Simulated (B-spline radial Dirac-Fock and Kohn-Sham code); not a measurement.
**Ni 2p3/2: cross section and angular parameters**

System: neutral nickel, configuration [Ar] 3d8 4s2; threshold 852.7 eV (tabulated edge). Level of theory: Dirac-Hartree-Slater photoionisation with a Latter tail; cross sections with all multipoles, angular parameters from the dipole term and its interference with E2; a radial atomic solver.

For linearly polarised light dσ/dΩ = σ/(4π) [1 + β P₂(cos θ) + (δ + γ cos²θ) sin θ cos φ], with θ from the polarisation vector and φ the angle between the beam and the projection of the electron momentum on the plane normal to the polarisation.

| hν (eV) | σ (kb) | β | γ | δ |
| --- | --- | --- | --- | --- |
| 881 | 713 | 0.672 | -0.092 | 0.013 |
| 911 | 658 | 0.865 | -0.107 | 0.009 |
| 953 | 595 | 1.038 | -0.117 | 0.008 |
| 1020 | 500 | 1.201 | -0.106 | 0.009 |
| 1120 | 397 | 1.327 | -0.056 | 0.014 |
| 1280 | 284 | 1.418 | 0.043 | 0.019 |
| 1330 | 258 | 1.433 | 0.073 | 0.020 |
| 1486.9 | 192 | 1.460 | 0.162 | 0.023 |
| 1700 | 134 | 1.469 | 0.271 | 0.027 |
| 2000 | 85.6 | 1.456 | 0.402 | 0.032 |
| 2780 | 33.0 | 1.382 | 0.662 | 0.046 |
| 4000 | 11.0 | 1.251 | 0.929 | 0.071 |
| 4610 | ? | ? | ? | ? |
| 5270 | 4.60 | 1.129 | 1.113 | 0.099 |
| 5414.7 | 4.21 | 1.116 | 1.129 | 0.102 |
| 7520 | 1.44 | 0.955 | 1.318 | 0.147 |
| 9410 | 0.678 | 0.841 | 1.430 | 0.187 |
| 11200 | 0.373 | 0.753 | 1.507 | 0.223 |
| 15000 | 0.135 | 0.609 | 1.619 | 0.294 |

**Question.** Give the values at 4610 eV.

**Answer.** σ = 7.04 kb, β = 1.190, γ = 1.027, δ = 0.084.

Values without a named source are computed, but for edge energies of neutral atoms, which are taken from tables.
